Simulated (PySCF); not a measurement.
NiO⁺: input and log

State: quartet, unpaired electrons σ ↑, π ↑, δ ↑, a mixture of terms (⟨Lz²⟩ = 5.0), a second solution, started from another occupation.

An equivalent input (the run itself took its basis sets from the Basis Set Exchange, started from a PBE0 density and held the occupation σ 9α 8β, πx 4α 4β, πy 4α 3β, δx 1α 0β, δy 1α 1β):

```python
from pyscf import gto, dft
mol = gto.M(atom='Ni 0 0 0; O 0 0 1.655', basis={'Ni': 'def2-TZVPPD', 'O': 'def2-TZVPPD'},
            charge=1, spin=3, verbose=4, symmetry='C2v')
mf = dft.UKS(mol, xc='PBE0')
mf.grids.atom_grid = (80, 434)
mf.grids.prune = dft.gen_grid.treutler_prune
mf.irrep_nelec = {'A1': (10, 8), 'A2': (1, 1), 'B1': (4, 4), 'B2': (4, 3)}
mf.conv_tol = 1e-9
mf.max_cycle = 60
mf.diis_space = 10
mf.kernel()
```

The log (some set-up lines and the per-cycle HOMO/LUMO lines removed):

```
******** <class 'pyscf.dft.uks_symm.SymAdaptedUKS'> ********
method = SymAdaptedUKS
damping factor = 0
level_shift factor = 0
DIIS = <class 'pyscf.scf.diis.CDIIS'>
diis_start_cycle = 1
diis_space = 10
diis_damp = 0
SCF conv_tol = 1e-09
SCF conv_tol_grad = None
SCF max_cycles = 60
number electrons alpha = 19  beta = 16
Set gradient conv threshold to 3.16228e-05
init E= -1582.82877794742
cycle= 1 E= -1582.83171287484  delta_E= -0.00293  |g|= 0.0243  |ddm|= 0.0321
cycle= 2 E= -1582.83017906317  delta_E= 0.00153  |g|= 0.084  |ddm|= 0.0468
cycle= 3 E= -1582.8318937433  delta_E= -0.00171  |g|= 0.00531  |ddm|= 0.0302
cycle= 4 E= -1582.8319046909  delta_E= -1.09e-05  |g|= 0.00147  |ddm|= 0.00381
cycle= 5 E= -1582.83190664525  delta_E= -1.95e-06  |g|= 0.000746  |ddm|= 0.00176
cycle= 6 E= -1582.83190770212  delta_E= -1.06e-06  |g|= 0.000576  |ddm|= 0.0017
cycle= 7 E= -1582.83190803115  delta_E= -3.29e-07  |g|= 0.000376  |ddm|= 0.00104
cycle= 8 E= -1582.83190814008  delta_E= -1.09e-07  |g|= 6.44e-05  |ddm|= 0.000803
cycle= 9 E= -1582.8319081454  delta_E= -5.32e-09  |g|= 5.01e-06  |ddm|= 0.000224
cycle= 10 E= -1582.83190814546  delta_E= -5.43e-11  |g|= 2.63e-06  |ddm|= 1.6e-05
Extra cycle  E= -1582.83190814546  delta_E= -5.46e-12  |g|= 6.24e-06  |ddm|= 4.88e-06
converged SCF energy = -1582.83190814546  <S^2> = 3.7568827  2S+1 = 4.0034399
```

Repeating this along the bond gives Re = 1.743 Å and ωe = 653 cm⁻¹.

A point of this curve took 5.3 CPU seconds beside 0.87 for the integrals, on Arm Neoverse V1 (shared host).
